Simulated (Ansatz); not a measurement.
Program: Ansatz. Geometries: PBE0-D4/def2-TZVP. ΔE: electronic, gas phase. CCSD(T)/CBS is the MP2 limit (def2-TZVPP, def2-QZVPP) plus CCSD(T) − MP2 in def2-TZVPP, frozen cores. This one scheme is used for every species, atoms too. DFT in def2-TZVPP. No spin–orbit coupling; open shells (•) take unrestricted orbitals. Spin–orbit coupling would lower the free atoms: a little for O, Si; strongly for I. def2 core potentials past Kr. Bonds to I are less sure, by a few kJ/mol each and by 10 to 20 or more in all where they break to atoms, as the def2 sets lack core-valence functions. One conformer a species, not always the lowest.

Reaction (atomization): `O[SiH2]I` → 3 H• + I• + O• + Si•

```
           level  ΔE (kJ/mol)
     LDA (SPW92)       2132.9
          PBE-D4       1884.4
         ωB97X-V       1887.0
         ωB97M-V       1879.0
          r2SCAN       1880.2
         r2SCANh       1867.0
         r2SCAN0       1848.0
CCSD(T)/def2-SVP       1714.6
```

(1) What does CCSD(T)/CBS give? (Estimate.)

Largest T1 diagnostic among the species: 0.012.

Results:

(1) Computed: +1903.0 kJ/mol. The listed levels differ from it by 229.9, -18.6, -16.0, -24.0, -22.8, -36.0, -55.0, -188.4 kJ/mol.

From r2SCAN to r2SCAN0 (25 % exact exchange), in def2-TZVPP and without D4, ΔE moves by −32.2 kJ/mol: exact exchange takes away binding that semilocal exchange gives to molecules. At CCSD(T), def2-SVP lies −188.4 kJ/mol from the extrapolated value and def2-TZVPP −69.3 kJ/mol: correlation converges slowly with the basis, and small sets miss more of it in the bonded molecule than in its fragments.

For atomizations the MP2-based limit and the directly extrapolated one differ by several kJ/mol either way, and by 10 to 25 for some Ge, Se and Sn compounds, so smaller differences from it don't rank the levels.
